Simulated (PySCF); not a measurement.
Species: C3H9NOSi2.
Numbering: `[O:1]=[CH:2][N:3]1[SiH2:4][CH2:5][CH2:6][SiH2:7]1` (hydrogens: H8 on C2; H9, H10 on Si4; H11, H12 on C5; H13, H14 on C6; H15, H16 on Si7)

A PySCF run (density fitting, gas phase, GFN2-xTB geometry) gave HOMO -7.63 eV, LUMO 0.10 eV, dipole 3.81 D and E = -828.177 Eh.

Question: Which of these levels was it?
A. PBE0/pcSseg-1
B. CAM-B3LYP/pcSseg-1
C. PBE0/def2-SVPD
D. HCTH407/pcSseg-1

Answer: A. It is PBE0/pcSseg-1. All candidates on this geometry:

```json
{"level and settings": "HCTH407/pcSseg-1", "kind": "GGA", "basis functions": "178", "SCF cycles": "16", "E (Eh)": "-828.7247", "HOMO (eV)": "-6.16", "LUMO (eV)": "-1.02", "dipole (D)": "3.69"}
{"level and settings": "PBE0/def2-SVPD", "kind": "global hybrid", "basis functions": "223", "SCF cycles": "14", "E (Eh)": "-827.8780", "HOMO (eV)": "-7.70", "LUMO (eV)": "-0.12", "dipole (D)": "3.92"}
{"level and settings": "PBE0/pcSseg-1", "kind": "global hybrid", "basis functions": "178", "SCF cycles": "14", "E (Eh)": "-828.1766", "HOMO (eV)": "-7.63", "LUMO (eV)": "0.10", "dipole (D)": "3.81"}
{"level and settings": "CAM-B3LYP/pcSseg-1", "kind": "range-separated hybrid", "basis functions": "178", "SCF cycles": "13", "E (Eh)": "-828.6073", "HOMO (eV)": "-9.04", "LUMO (eV)": "1.28", "dipole (D)": "3.83"}
```

The nearest other candidate, by the summed differences of HOMO and LUMO, is PBE0/def2-SVPD: its HOMO differs by -0.07 eV and its LUMO by -0.22 eV. Cycle counts include a coarse-grid stage where the run had one.
